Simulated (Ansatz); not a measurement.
The first iterations of a band of FH + H4OSn (8 atoms, charge 0, multiplicity 1).

Method: RKS PBE-D4/def2-SVP in Ansatz.

| Property | Result |
| --- | --- |
| movable images | 7 |
| climbing image | yes |
| spring | 5.0 eV/Å² |
| optimiser | quadratic models (default) |
| start path | through a guess of the saddle point |
| force threshold | 0.05 eV/Å |
| iteration limit | 60 |
| end points | relaxed |

First end point:

```xyz
8
Properties=species:S:1:pos:R:3
Sn 0.228 0.078 -0.077
H 0.099 0.298 1.666
H 1.868 -0.206 -0.511
H -0.490 1.440 -0.861
O -0.716 -1.637 -0.520
H -1.582 -1.577 -0.064
F -2.427 -0.403 1.456
H -1.604 -0.227 1.887
```

Last end point:

```xyz
8
Properties=species:S:1:pos:R:3
Sn -0.355 0.025 -0.539
H -0.187 -0.053 3.588
H 1.255 0.068 0.052
H -0.859 1.084 -1.807
O -0.692 -1.897 -0.963
H -1.613 -2.030 -1.261
F -1.567 0.472 0.949
H -0.606 0.097 2.958
```

| iteration | highest image above the first end (eV) | largest band force component (eV/Å) |
| --- | --- | --- |
| 1 | 2.442 | 15.720 |
| 2 | 1.402 | 2.889 |
| 3 | 0.866 | 2.395 |
| 4 | 0.880 | 1.201 |
| 5 | 0.816 | 2.269 |
| 6 | 0.798 | 0.552 |
| 7 | 0.777 | 0.389 |
| 8 | 0.807 | 1.948 |
| 9 | 0.803 | 2.419 |
| 10 | 0.797 | 0.728 |

Question: Does the band converge within its limit, and where does its top end?

Answer: It converged. It ended after 32 iterations with the highest image 0.790 eV above the first end. A vibrational analysis at the climbing image gives one clearly imaginary mode, 888i cm⁻¹: a first-order saddle point. The orbitals stay closed-shell, which can raise the energy where a bond breaks towards radicals; this wasn't checked here.

The run took 4 min on 1 thread of Intel(R) Xeon(R) 6975P-C (Granite Rapids) (shared host), peak memory 0.16 GiB.
